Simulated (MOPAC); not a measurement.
Job for MOPAC: PM3 on ammonia borane (SMILES [BH3-][NH3+]), a point of a torsion scan.

```
PM3 1SCF PRECISE CHARGE=0 THREADS=1
BH6N

B     -0.83396033 1     0.08861949 1    -0.01128072 1
N      0.83718251 1    -0.03290088 1     0.02343138 1
H     -1.19657005 1    -0.65827968 1    -0.86342703 1
H     -1.07429338 1     1.22961704 1    -0.24331245 1
H     -1.20113380 1    -0.25153288 1     1.06933207 1
H      1.23234597 1     0.74775624 1    -0.48537633 1
H      1.11807745 1    -0.91228454 1    -0.39066347 1
H      1.13508390 1     0.00887400 1     0.99015797 1
```

The log:

```
*******************************************************************************
 **                                                                           **
 **                              MOPAC v23.2.5                                **
 **                                                                           **
 *******************************************************************************
 ** MOPAC's Digital Object Identifier: https://doi.org/10.5281/zenodo.6511958 **
 **                                                                           **
 ** Please cite the open-source release paper for use of this MOPAC version:  **
 ** J. E. Moussa and J. J. P. Stewart (2026)                                  **
 ** MOPAC: An open-source semiempirical molecular orbital program             **
 ** J. Open Source Softw., 11(119), 8025, https://doi.org/10.21105/joss.08025 **
 *******************************************************************************

                              PM3 CALCULATION RESULTS

 *******************************************************************************
 *  PM3        - The PM3 Hamiltonian to be used
 *
 *
 *
 *                 CHARGE ON SYSTEM = 0
 *
 *
 *
 *  PRECISE    - TIGHTER CRITERIA TO BE USED
 *  1SCF       - DO 1 SCF AND THEN STOP
 *  THREADS=1  - MULTI-THREADING NOT USED
 *  T=         - A TIME OF 172800.0 SECONDS REQUESTED
 *  DUMP=N     - RESTART FILE WRITTEN EVERY 7200.0 SECONDS REQUESTED
 *******************************************************************************
PM3 1SCF PRECISE CHARGE=0 THREADS=1
 BH6N

   ATOM   CHEMICAL          X               Y               Z
  NUMBER   SYMBOL      (ANGSTROMS)     (ANGSTROMS)     (ANGSTROMS)

     1       B         -0.83396033  *   0.08861949  *  -0.01128072  *
     2       N          0.83718251  *  -0.03290088  *   0.02343138  *
     3       H         -1.19657005  *  -0.65827968  *  -0.86342703  *
     4       H         -1.07429338  *   1.22961704  *  -0.24331245  *
     5       H         -1.20113380  *  -0.25153288  *   1.06933207  *
     6       H          1.23234597  *   0.74775624  *  -0.48537633  *
     7       H          1.11807745  *  -0.91228454  *  -0.39066347  *
     8       H          1.13508390  *   0.00887400  *   0.99015797  *



          CARTESIAN COORDINATES

    NO.       ATOM           X           Y           Z

     1         B         -0.8340      0.0886     -0.0113
     2         N          0.8372     -0.0329      0.0234
     3         H         -1.1966     -0.6583     -0.8634
     4         H         -1.0743      1.2296     -0.2433
     5         H         -1.2011     -0.2515      1.0693
     6         H          1.2323      0.7478     -0.4854
     7         H          1.1181     -0.9123     -0.3907
     8         H          1.1351      0.0089      0.9902

  H: (PM3): J. J. P. STEWART, J. COMP. CHEM. 10, 209 (1989).
  B: (PM3): J. J. P. STEWART, J. MOL. MOD., 10, 155-164 (2004)
  N: (PM3): J. J. P. STEWART, J. COMP. CHEM. 10, 209 (1989).

           Empirical Formula: H6 N B  =     8 atoms



      MOLECULAR POINT GROUP   :   C1


      RHF CALCULATION, NO. OF DOUBLY OCCUPIED LEVELS = 7


 -------------------------------------------------------------------------------
 PM3 1SCF PRECISE CHARGE=0 THREADS=1
 BH6N



     1SCF WAS SPECIFIED, SO BFGS WAS NOT USED
     SCF FIELD WAS ACHIEVED


                              PM3 CALCULATION
                                                       MOPAC v23.2.5 Linux




          FINAL HEAT OF FORMATION =        -25.25668 KCAL/MOL =    -105.67395 KJ/MOL


          COSMO AREA              =         77.50 SQUARE ANGSTROMS
          COSMO VOLUME            =         58.61 CUBIC ANGSTROMS

          IONIZATION POTENTIAL    =         11.084016 EV
          HOMO LUMO ENERGIES (EV) =        -11.084  1.384
          NO. OF FILLED LEVELS    =          7
          MOLECULAR WEIGHT        =         30.8641         POINT GROUP:  C1

          MOLECULAR DIMENSIONS (Angstroms)

            Atom       Atom       Distance
            H     7    H     4     3.06854
            H     5    H     6     2.84474
            H     8    H     3     2.73390


          SCF CALCULATIONS        =          1





   ATOM   CHEMICAL          X               Y               Z
  NUMBER   SYMBOL      (ANGSTROMS)     (ANGSTROMS)     (ANGSTROMS)

     1       B         -0.83396033  *   0.08861949  *  -0.01128072  *
     2       N          0.83718251  *  -0.03290088  *   0.02343138  *
     3       H         -1.19657005  *  -0.65827968  *  -0.86342703  *
     4       H         -1.07429338  *   1.22961704  *  -0.24331245  *
     5       H         -1.20113380  *  -0.25153288  *   1.06933207  *
     6       H          1.23234597  *   0.74775624  *  -0.48537633  *
     7       H          1.11807745  *  -0.91228454  *  -0.39066347  *
     8       H          1.13508390  *   0.00887400  *   0.99015797  *

                             CARTESIAN COORDINATES

   1    B       -0.833960330     0.088619490    -0.011280720
   2    N        0.837182510    -0.032900880     0.023431380
   3    H       -1.196570050    -0.658279680    -0.863427030
   4    H       -1.074293380     1.229617040    -0.243312450
   5    H       -1.201133800    -0.251532880     1.069332070
   6    H        1.232345970     0.747756240    -0.485376330
   7    H        1.118077450    -0.912284540    -0.390663470
   8    H        1.135083900     0.008874000     0.990157970


           Empirical Formula: H6 N B  =     8 atoms



      MOLECULAR POINT GROUP   :   C1


                  EIGENVALUES
 -32.18370 -19.87186 -17.74649 -17.66855 -13.45784 -11.14466 -11.08402   1.38369
   3.18642   3.22655   3.92176   5.87006   5.90679   7.66963


              NET ATOMIC CHARGES AND DIPOLE CONTRIBUTIONS

  ATOM NO.   TYPE          CHARGE      No. of ELECS.   s-Pop       p-Pop
    1          B          -0.618443        3.6184     0.89885     2.71959
    2          N           0.727957        4.2720     1.14198     3.13006
    3          H          -0.008872        1.0089     1.00887
    4          H          -0.008353        1.0084     1.00835
    5          H          -0.010044        1.0100     1.01004
    6          H          -0.027577        1.0276     1.02758
    7          H          -0.026954        1.0270     1.02695
    8          H          -0.027713        1.0277     1.02771
 DIPOLE           X         Y         Z       TOTAL
 POINT-CHG.     5.097    -0.370     0.093     5.112
 HYBRID         0.815    -0.061     0.034     0.818
 SUM            5.913    -0.431     0.127     5.930


          ATOMIC ORBITAL ELECTRON POPULATIONS

     Atom    s        px        py        pz
    1  B   0.89885   0.67902   1.01823   1.02234
    2  N   1.14198   1.24506   0.94165   0.94335
    3  H   1.00887
    4  H   1.00835
    5  H   1.01004
    6  H   1.02758
    7  H   1.02695
    8  H   1.02771

 **********************
 *                    *
 * JOB ENDED NORMALLY *
 *                    *
 **********************




 == MOPAC DONE ==
```

The run finished.

Cost: around 0.020 core-seconds (rough).
